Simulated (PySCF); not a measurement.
## Rh²⁺ (rhodium, charge +2) across methods

[Kr] 4d6 5p1, one real determinant (an excited configuration). Calculation: PySCF 2.14, in ANO-RCC-VTZP; the spin-free X2C one-electron Hamiltonian (Gaussian nucleus).

```tsv
method	E (hartree)	mean ε 4d α (eV)	mean ε 4d β (eV)	mean ε 5p α (eV)	Σ⟨r²⟩ (bohr²)	⟨S²⟩
LDA	-4776.86	-31.964	-29.121	-16.808	37.93	8.750
wB97X-V	-4781.83	-36.373	-33.676	-18.972	38.05	8.751
r2SCAN0	-4782.09	-34.485	-31.158	-17.346	37.99	8.752
BP86	-4782.67	-31.931	-29.281	-16.779	37.93	8.751
r2SCAN	-4782.11	-32.482	-29.300	-16.730	37.95	8.751
PBE0	-4781.79	-34.051	-30.992	-17.272	38.00	8.751
PBE	-4781.71	-31.882	-29.082	-16.637	37.96	8.751
UHF	-4779.82337	-39.639	-35.579	-18.735	38.61	8.753
```

⟨L²⟩ = 8.00 against 12 for a pure F term, so this real determinant mixes terms.
